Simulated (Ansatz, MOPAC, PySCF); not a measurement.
Pair of molecules: CH4 (SMILES C) (first 5 atoms) with H2 (SMILES [H][H]); geometry from B3LYP-D3(BJ)/def2-TZVP.
(charge 0, multiplicity 1):
| atom | x (Å) | y (Å) | z (Å) |
|---|---|---|---|
| C | -0.0199 | 0.0148 | -0.1340 |
| H | -0.0440 | 0.0299 | -1.2229 |
| H | -1.0370 | -0.0517 | 0.2502 |
| H | 0.5537 | -0.8472 | 0.2041 |
| H | 0.4477 | 0.9285 | 0.2309 |
| H | 0.0577 | -0.0424 | 3.7077 |
| H | 0.0417 | -0.0317 | 2.9640 |

Monomers are frozen at their geometry in the pair; levels with a basis set take the counterpoise correction.

Rows in 6-31G* carry no dispersion term and start afresh at each structure (6-31G* with six Cartesian d functions). The state that AM1 reach isn't checked.

The values were computed with Ansatz (a first-principles code); MOPAC for AM1 (differences of heats of formation); PySCF for 6-31G* rows. Values without a source in brackets are computed.

Problem. Estimate the interaction energy that AM1 returns for this input.

Solution. -5 meV
